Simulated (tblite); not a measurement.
Run record: tight-binding relaxation, `N#[C][GeH2][C@@H]1CCNC1`.

Computed with GFN2-xTB geometry optimisation, gas phase (tblite 0.8.0). Start geometry: from a force field or distance geometry. A driver script takes a list of jobs; this job's settings line and coordinates (Å) are shown.

Command:
```bash
OMP_NUM_THREADS=1 python probes_run.py task.json out
```

Input:
```
{"job": {"kind": "relax", "xc": "GFN2-xTB", "basis": "xTB"}, "charge": 0, "multiplicity": 1}
N      2.878300     2.420000     0.333200
C      2.552700     1.319000     0.141600
Ge     2.049900    -0.482400    -0.141400
C      0.146100    -0.686600    -0.212400
C     -0.588900     0.369100    -0.985700
C     -2.012500     0.061700    -0.532500
N     -1.827000     0.042500     0.898300
C     -0.467700    -0.439600     1.169600
H      2.555400    -1.353200     1.060000
H      2.733400    -1.085800    -1.407700
H     -0.130000    -1.685300    -0.626400
H     -0.468200     0.282100    -2.083400
H     -0.328200     1.355400    -0.579000
H     -2.725200     0.812200    -0.872400
H     -2.235300    -0.954100    -0.845600
H     -1.851200     1.019700     1.293900
H      0.156000     0.379000     1.611100
H     -0.446500    -1.367200     1.767100
```

Output:
```
step      E/eV     max force
  0    -639.19254    2.594
  1    -639.19898    7.901
  2    -639.39642    1.831
  3    -639.45584    1.002
  4    -639.49054    0.467
  5    -639.53865    0.876
  6    -639.56203    0.657
  7    -639.59021    0.287
  8    -639.60299    0.303
  9    -639.61469    0.293
... (149 lines left out)
159    -639.75943    0.071
160    -639.76008    0.098
161    -639.75950    0.426
162    -639.76064    0.034
163    -639.76075    0.041
164    -639.76086    0.021
165    -639.76091    0.029
166    -639.76096    0.025
167    -639.76099    0.023
168    -639.76102    0.007
```

«max force» is the largest atomic force in eV/Å.

Task: From which step on does the largest force stay under 0.1 eV/Å, and how much energy is left to gain from there?

Result: From step 162 (0.034 eV/Å), 0.4 meV above the end.

Summary of the converged run: energy lowered by 13.1 kcal/mol over 168 steps; largest atomic force 0.007 eV/Å at the end.

Time: 1.9 s of wall time. Hardware: one thread of an Arm Neoverse N1, shared host.
Labels such as C1 count atoms from 1, the log's own numbers from 0.
